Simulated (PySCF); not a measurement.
Field gradients at the hydrogen positions

Species: C7H6ClF.
Z-matrix (Å and degrees, GFN2-xTB geometry), rows numbered from 1:
```
C 
C   1  1.4944
C   2  1.3890  1  121.55
C   3  1.3837  2  121.47  1  -179.97
C   4  1.3830  3  120.20  2     0.06
C   5  1.3825  4  118.75  3    -0.05
F   6  1.3455  5  118.90  4  -179.98
C   6  1.3886  5  121.43  4     0.05
Cl  8  1.7292  2  120.49  1    -0.04
H   1  1.0861  2  110.85  3    -0.10
H   1  1.0889  2  110.16  3  -120.90
H   1  1.0889  2  110.19  3   120.70
H   3  1.0797  2  118.84  1     0.02
H   4  1.0787  3  120.06  2  -179.98
H   5  1.0781  4  121.94  3   179.96
```

Level: PBE0/pcSseg-1 (PySCF, non-relativistic); Q(2H) = 0.00286 b; rigid geometry, the same for H and D, with no vibrational averaging.

**Question.** Rank these positions by the coupling χzz of a deuteron there, largest first.
A. H13 (aromatic hydrogen)
B. H10 (methyl hydrogen)
C. H12 (methyl hydrogen)

**Answer.** A (220 kHz), B (212 kHz), C (208 kHz).

**Question.** What are Vzz, η and χzz (234.96 MHz × Q × Vzz) at all hydrogens?

**Answer.** 
| atom | bonded to | bond length (Å) | Vzz (au) | η | χzz (kHz) |
| --- | --- | --- | --- | --- | --- |
| H10 | C1 | 1.086 | 0.3157 | 0.04 | 212 |
| H11 | C1 | 1.089 | 0.3098 | 0.03 | 208 |
| H12 | C1 | 1.089 | 0.3096 | 0.03 | 208 |
| H13 | C3 | 1.080 | 0.3271 | 0.08 | 220 |
| H14 | C4 | 1.079 | 0.3288 | 0.06 | 221 |
| H15 | C5 | 1.078 | 0.3302 | 0.07 | 222 |

**Question.** How does χzz go with the bond length over the 6 C–H bonds?

**Answer.** A straight-line fit has a slope of -12.6 kHz for each 0.01 Å, with a correlation coefficient of -1.00, over lengths from 1.078 to 1.089 Å. The longer bonds have the smaller couplings here.

Isolated species at its GFN2-xTB geometry, gas phase. GFN2-xTB bond lengths can be off by several hundredths of an ångström, more for odd bonds, and the gradients follow them. The basis is small and wasn't made for field gradients, so the couplings can be 20 % off.

These values come from a run that also computed NMR shieldings. The run took 32 s wall on one thread, x86-64 server, shared host.
